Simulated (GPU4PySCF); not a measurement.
azobenzene (C₁₂H₁₀N₂), SMILES c1cccc(/N=N/c2ccccc2)c1.

Geometry optimised at B3LYP-D3(BJ)/def2-TZVP. Other conformers were not sampled.

Calculation: SMD-M06-2X/def2-SVP in GPU4PySCF.

Solvation free energies are E(SMD) − E(gas) at the gas-phase geometry, for 1 M in both phases. In vacuum the dipole moment is 0.00 D.

Problem. Rank water, ethylethanoate, chlorobenzene, dimethylsulfoxide by solvation free energy, most negative first.

Solution. chlorobenzene (-10.4 kcal/mol), ethylethanoate (-8.5 kcal/mol), dimethylsulfoxide (-6.5 kcal/mol), water (-3.4 kcal/mol)
